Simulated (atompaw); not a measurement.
# What one change does to a pseudopotential (S (Z = 16), PAW (atompaw))

atompaw 4.2.0.5 input, output lines left out:

```
S 16
LDA-PW scalarrelativistic loggrid 1500 logderivrange -3 5 201
3 3 0 0 0 0
3 1 4
0 0 0
c
c
v
c
v
2
1.35 1.25 1.10 0.85
y
3.25
n
y
3.1
n
y
0.45
y
2.95
n
custom polynom vanderbiltortho sinc
3 1 troulliermartins
1.35
1.35
1.35
1.35
1.35
1.35
```

Change: wave 3p (bound): rc 1.35 bohr becomes 3p (bound): rc 1.12 bohr.

Cutoffs: the cutoffs (Ry, on a coarse ladder) from which the occupation-weighted sum of valence levels, in a spherical-Bessel basis at the reference potential, stays within 10 and 1 mRy of its value at 400 Ry; they do not see the model core or the augmentation charge, which bear on the density cutoff.

What does the change do?

The potential gets harder (30 Ry and 50 Ry → 45 Ry and 70 Ry); both files keep a bound ghost (s); the range in which the p phases agree widens (upper end 1.4 → at the end of the scan).

| quantity | base | changed |
| --- | --- | --- |
| cutoff, loose | 30 Ry | 45 Ry |
| cutoff, tight | 50 Ry | 70 Ry |
| loose cutoff by channel (10 mRy a level) | s 30 Ry, p 10 Ry | s 30 Ry, p 30 Ry |
| bound ghosts | s | s |
| s: phases at 1.36 bohr within 0.05 rad from the reference energy up to (Ry; the scan ends near 5) | to the end of the scan | to the end of the scan |
| p: phases at 1.36 bohr within 0.05 rad from the reference energy up to (Ry; the scan ends near 5) | 1.4 | to the end of the scan |
| d: phases at 1.36 bohr within 0.05 rad from the reference energy up to (Ry; the scan ends near 5) | to the end of the scan | to the end of the scan |
| lowest overlap eigenvalue by channel | s 0.19, p 0.64, d 0.96 | s 0.19, p 0.22, d 0.96 |

 A true bound ghost makes a file unfit for plane-wave use even where its test errors are small: the radial tests pick states by their node count and pass the ghost by. The cutoffs see the waves, projectors and local potential, not the compensation charge or the core.
